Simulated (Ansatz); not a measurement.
Compare A (`CO[SiH](C)C`) with its isomer B (`C[Si](C)(C)O`).

Isolated molecules relaxed with PBE0-D4/def2-TZVP in Ansatz; ΔE leaves out vibrations. CCSD(T)/CBS adds triple-zeta CCSD(T) − MP2 to the extrapolated MP2 energy (def2 sets, frozen cores). DFT in def2-TZVPP. B3LYP here is the variant with VWN-RPA as its local correlation; programs differ in this. One conformer a species, not always the lowest.

A:

Z-matrix (Å, degrees):
```
C
O 1 1.404
H 1 1.097 2 111.7
H 1 1.097 2 111.7 3 121.5
H 1 1.092 2 108.5 3 -119.2
Si 2 1.650 1 123.0 3 -69.9
C 6 1.867 2 111.3 1 63.6
C 6 1.858 2 106.3 1 -174.3
H 6 1.496 2 108.5 1 -55.2
H 7 1.093 6 111.1 2 60.4
H 7 1.094 6 110.4 2 -179.7
H 7 1.093 6 111.6 2 -60.3
H 8 1.093 6 110.7 2 -61.8
H 8 1.092 6 110.8 2 58.2
H 8 1.093 6 110.8 2 178.2
```

B:

```xyz
15

C    -0.328   -1.231    1.231
Si   -0.208   -0.047   -0.212
C    -0.176    1.709    0.431
C     1.297   -0.405   -1.245
O    -1.492   -0.261   -1.242
H    -1.226   -1.046    1.828
H     0.535   -1.128    1.896
H    -0.363   -2.267    0.885
H    -1.072    1.938    1.017
H    -0.121    2.426   -0.392
H     0.689    1.874    1.080
H     2.213   -0.293   -0.659
H     1.355    0.277   -2.097
H     1.268   -1.426   -1.633
H    -2.370   -0.120   -0.889
```

Q: Which is lower in electronic energy at CCSD(T)/CBS, and by how much? (An estimate is asked.)

A: Ansatz gave: B, by 24.7 kcal/mol.

Q: Give E(B) − E(A) in kcal/mol with PBE-D4, ωB97M-V, B2PLYP, BLYP-D4, B3LYP, CCSD(T)/def2-TZVPP, CCSD/def2-TZVPP. (An estimate is asked.)

A: Computed: PBE-D4 -23.8, ωB97M-V -24.3, B2PLYP -23.2, BLYP-D4 -22.2, B3LYP -22.1, CCSD(T)/def2-TZVPP -23.9, CCSD/def2-TZVPP -23.6. None reverses the order clearly.

Q: Does the order hold for the free energy at 298.15 K (harmonic terms from PBE0-D4)? (Estimate.)

A: Computed: Yes: G(B) − G(A) = -24.3 kcal/mol, for one conformer each.

Largest T1 diagnostic: 0.010.

Leaving LDA and LC-ωPBE aside and taking each functional with its dispersion term where it has one, the values, not all of them listed here, spread over 2.5 kcal/mol, from r2SCAN0-D4 to BLYP-D4. In def2-TZVPP, CCSD(T) changes the Hartree–Fock value by −3.6 kcal/mol (the triples alone add −0.3 kcal/mol) and MP2 by −5.2 kcal/mol.
